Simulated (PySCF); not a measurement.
Se(Br)(OMe) (CH3BrOSe), SMILES Br[Se]OC. Coordinates come from a PBE0-D3(BJ)/def2-SVP optimisation. The structure was generated by enumeration, and PubChem lists no compound with its InChIKey, so it may never have been made. Other conformers were not sampled.

All values below come from PBE0-D3(BJ)/def2-SVP (PySCF).

Harmonic wavenumbers (cm⁻¹): 93, 136, 234, 295, 331, 638, 1089, 1168, 1183, 1444, 1452, 1475, 3032, 3128, 3165. Rotational constants (GHz): 4.758, 1.589, 1.241; symmetry number 1.

**Question.** Work out the zero-point energy and the ideal-gas rigid-rotor harmonic-oscillator thermochemistry at 298.15 K and 1 atm.

**Answer.** ZPE = ½ Σ hcν = ½ × 18864 cm⁻¹ = 112.83 kJ/mol. H − E(el) = 130.50 kJ/mol. Entropy in J/(mol K): translation 174.18, rotation 116.85, vibration 48.44, total 339.48. G − E(el) = 29.29 kJ/mol. Cp = 78.87 J/(mol K). Modes under 150 cm⁻¹ make the vibrational entropy uncertain.
